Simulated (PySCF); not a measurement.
SCF from a fresh guess for triplet RuSCl₂, at the PBE0 minimum. PySCF input:

```python
from pyscf import gto, scf, dft
mol = gto.M(atom='''
Ru     0.005162     0.008940    -0.000000
S     -1.011203    -1.751468     0.000000
Cl     2.194710    -0.216958     0.000000
Cl    -1.285257     1.792188    -0.000000''',
    basis={'Ru': 'def2-SVP', 'S': 'def2-SVP', 'Cl': 'def2-SVP'},
    ecp={'Ru': 'def2-SVP'},
    charge=0, spin=2)
mf = dft.UKS(mol, xc='PBE0')
mf.grids.atom_grid = (50, 194)
aux = {'Ru': 'def2-universal-JKFIT', 'S': 'def2-universal-JKFIT', 'Cl': 'def2-universal-JKFIT'}
mf = mf.density_fit(auxbasis=aux)
mf.conv_tol = 1e-08
mf.diis_space = 10
mf.max_cycle = 60
mf.init_guess = 'minao'
mf.verbose = 4
mf.kernel()
```

Excerpt of the output (cycles alone):

```
init E= -1403.48673977648
cycle= 1 E= -1411.95815970238  delta_E= -8.47  |g|= 1.17  |ddm|=  2.4
cycle= 2 E= -1403.70460065696  delta_E= 8.25  |g|=    3  |ddm|=  7.2
cycle= 3 E= -1412.44503260225  delta_E= -8.74  |g|= 0.653  |ddm|= 7.09
cycle= 4 E= -1412.19823874267  delta_E= 0.247  |g|= 0.88  |ddm|= 1.05
cycle= 5 E= -1412.65591393675  delta_E= -0.458  |g|= 0.176  |ddm|= 0.879
cycle= 6 E= -1412.66739890628  delta_E= -0.0115  |g|=  0.1  |ddm|= 0.168
cycle= 7 E= -1412.6720936272  delta_E= -0.00469  |g|= 0.0345  |ddm|= 0.0774
cycle= 8 E= -1412.67291062008  delta_E= -0.000817  |g|= 0.00705  |ddm|= 0.0413
cycle= 9 E= -1412.67302710145  delta_E= -0.000116  |g|= 0.00486  |ddm|= 0.0257
cycle= 10 E= -1412.67307698844  delta_E= -4.99e-05  |g|= 0.00263  |ddm|= 0.0169
cycle= 11 E= -1412.6731073279  delta_E= -3.03e-05  |g|= 0.000911  |ddm|= 0.0195
cycle= 12 E= -1412.67311356302  delta_E= -6.24e-06  |g|= 0.000806  |ddm|= 0.0087
cycle= 13 E= -1412.67311572266  delta_E= -2.16e-06  |g|= 0.000399  |ddm|= 0.00456
cycle= 14 E= -1412.67311672093  delta_E= -9.98e-07  |g|= 0.000182  |ddm|= 0.00453
cycle= 15 E= -1412.67311680337  delta_E= -8.24e-08  |g|= 9.82e-05  |ddm|= 0.00101
cycle= 16 E= -1412.67311682968  delta_E= -2.63e-08  |g|= 2.11e-05  |ddm|= 0.000707
cycle= 17 E= -1412.67311683174  delta_E= -2.07e-09  |g|= 1.08e-05  |ddm|= 0.000145
Extra cycle  E= -1412.6731168323  delta_E= -5.56e-10  |g|= 9.96e-06  |ddm|= 6.42e-05
converged SCF energy = -1412.6731168323  <S^2> = 2.0287812  2S+1 = 3.0191265
```

No lower solution of this spin was found from smeared starts or by a stability analysis within the unrestricted form.

Other spin states or occupations of the open shell can lie lower.

The search for the lowest solution, 3 starts and the stability check together, took 21 s on 2 threads of a shared Arm Neoverse V1 host, with 85 basis functions; the process peaked at 0.44 GiB. Launch command: `OMP_NUM_THREADS=2 python axn.py task.json out`.
